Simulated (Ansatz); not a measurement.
`[SiH3][SiH2][GaH2]` and `[NH2][GaH][SiH2][SiH3]` differ in one atom or group.

Ansatz, PBE0-D4/def2-TZVP geometries, multiplicity 1. Each molecule was computed in one conformer, which needn't be the lowest.

Scalar relativity is left out up to krypton.

| property | `[SiH3][SiH2][GaH2]` |
| --- | --- |
| size of the dipole moment (ωB97M-V/def2-TZVPP) / D | 0.27 |
| HOMO–LUMO gap (PBE/def2-TZVPP) / eV | 3.47 |
| LUMO energy (PBE0/def2-TZVPP) / eV | -2.22 |
| HOMO energy (PBE/def2-TZVPP) / eV | -6.47 |
| LUMO energy (B3LYP/def2-TZVPP) / eV | -2.46 |
| LUMO energy (PBE/def2-TZVPP) / eV | -2.99 |

Task: Give the same properties after the change, and the shifts. (Best estimate.)

Result: Ansatz gave: 
| property | `[NH2][GaH][SiH2][SiH3]` | shift |
| --- | --- | --- |
| size of the dipole moment (ωB97M-V/def2-TZVPP) / D | 1.16 | 0.89 |
| HOMO–LUMO gap (PBE/def2-TZVPP) / eV | 4.15 | 0.68 |
| LUMO energy (PBE0/def2-TZVPP) / eV | -1.30 | 0.92 |
| HOMO energy (PBE/def2-TZVPP) / eV | -6.18 | 0.29 |
| LUMO energy (B3LYP/def2-TZVPP) / eV | -1.50 | 0.96 |
| LUMO energy (PBE/def2-TZVPP) / eV | -2.03 | 0.96 |

With PBE0 the HOMO rises by 0.06 eV and the LUMO rises by 0.92 eV, so the gap widens by about 0.86 eV. PBE moves the HOMO by 0.29 eV and ωB97M-V by 0.00 eV. Dipoles are sizes alone; their direction can turn.

B3LYP here is the variant with VWN-RPA as its local correlation; programs differ in this.
